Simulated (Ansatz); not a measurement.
Relaxed structures of BSnH₅O, singlet (PBE0-D4/def2-TZVP; forces vanish, vibrations not checked; lower isomers may exist, and structures with a doubtful reference or unclear bonds are left out; Å). Computed with Ansatz 0.2.0 (basis: def2-TZVPP); correlated methods freeze the cores. Filled d shells of the heavier atoms are correlated. Core potentials replace the inner electrons of the atoms past krypton. The def2 sets are not built for correlating such inner shells, so the correlated values are less sure here.

Rank them by CCSD(T) energy, lowest first, and give each one's height above the lowest. Links in brackets join atoms within 1.22 times the sum of their covalent radii (1.1 for two metals). (To be estimated.)
A.
BSnH₅O ([OH2][BH2][SnH])
```
8
angstrom
B -0.6483 -0.0773 -0.5844
Sn -1.2284 -1.4358 1.1646
O 0.9496 0.2364 -0.3200
H -1.2255 0.9794 -0.4123
H -0.7245 -0.4873 -1.7119
H 1.0767 -0.0717 0.6100
H 1.1578 1.1762 -0.3804
H 0.4243 -0.9855 1.8487
```
B.
BSnH₅O ([BH3][SnH][OH])
```
8
angstrom
B -1.3894 0.6732 -1.0446
Sn 0.4291 -0.2318 -0.1503
O 0.3603 -1.8651 0.9312
H -0.9977 1.3522 -1.9550
H -2.1575 -0.2241 -1.2500
H -1.5794 1.2954 -0.0054
H 2.0205 0.3157 0.3148
H 1.1479 -2.0300 1.4557
```
C.
BSnH₅O ([BH2][SnH2][OH])
```
8
angstrom
B -1.1134 0.6221 -1.1326
Sn 0.5455 0.1638 0.2955
O 0.1439 -1.6373 1.0095
H -1.1348 1.6587 -1.7238
H -1.9865 -0.1697 -1.3114
H 0.6456 1.2256 1.6408
H 2.1041 0.0833 -0.4198
H 0.7955 -1.9465 1.6418
```

Computed: B (0.000 eV), C (0.573 eV), A (0.757 eV). Heights count from the lowest.

T1 diagnostic: at most 0.016. The restricted Hartree–Fock reference is unstable towards an unrestricted one at one or more of these structures.

For scale, one of the runs: CCSD(T)/def2-TZVPP, 182 basis functions, launched by `ansatz run in.yaml --threads 2 --pin off --events-out ev --progress --plain --max-ram 4352MiB`. The run took 84 s on 2 CPU threads of an Arm Neoverse V1 (shared host), with 2 GiB of host memory at its peak.
